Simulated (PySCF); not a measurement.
**Radial density of Ne(2+) (neon, charge +2)**

UHF, [He] 2s2 2p4, high-spin 3P determinant. Computed with PySCF 2.14 in pcseg-2 (4s3p2d1f, 30 functions), with no relativity, point nucleus.

```
r (bohr)  4πr²ρ (e/bohr)  4πr²(ρα − ρβ)
 0.00307         0.06983         0.0001
 0.00517          0.1902         0.0002
 0.00869          0.4998         0.0005
  0.0146           1.258         0.0013
  0.0246           2.912         0.0034
  0.0414           5.907         0.0100
  0.0696           9.560         0.0366
   0.117           10.78         0.1528
   0.197           7.295         0.5725
   0.331           4.967         1.5590
   0.557           6.973         2.3900
   0.937           4.952         1.5267
    1.58          0.9443         0.2787
    2.65         0.01818         0.0030
    4.46       8.395e-05         0.0000
```
